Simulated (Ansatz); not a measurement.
System: MgCl₂, charge 0, triplet. This triplet is an excited state, 4.1 eV above the singlet at CCSD(T)/def2-QZVPP (Ansatz, a first-principles code). MgCl2 (parent SMILES [Cl][Mg][Cl], triplet).
B3LYP-D3(BJ)/def2-TZVP minimum from Ansatz:
```
Mg
Cl 1 2.4046
Cl 1 2.4046 2 68.25
```
Charge 0, spin multiplicity 3.

Total energies in def2-SVP, 16 correlated electrons, 15 frozen orbitals. Radicals and triplets start from unrestricted determinants; spin-orbit coupling is neglected. Cores are frozen in correlated methods. No relativity. The spin of Cl2Mg (parent SMILES [Cl][Mg][Cl], triplet) was assumed, and the state is the lowest solution found for it.

```csv
method,program,energy (Eh),minus CCSDT(Q) (mEh)
HF,Ansatz,-1118.28348,310.61
MP2,Ansatz,-1118.55830,35.79
CCSD,Ansatz,-1118.58583,8.26
CCSD(T),Ansatz,-1118.59250,1.59
CCSDT(Q),Ansatz,-1118.59409,0.00
```

Rough core times of Ansatz's runs on a shared machine: CCSD(T) under 20 s, CCSDT(Q) 70 s.
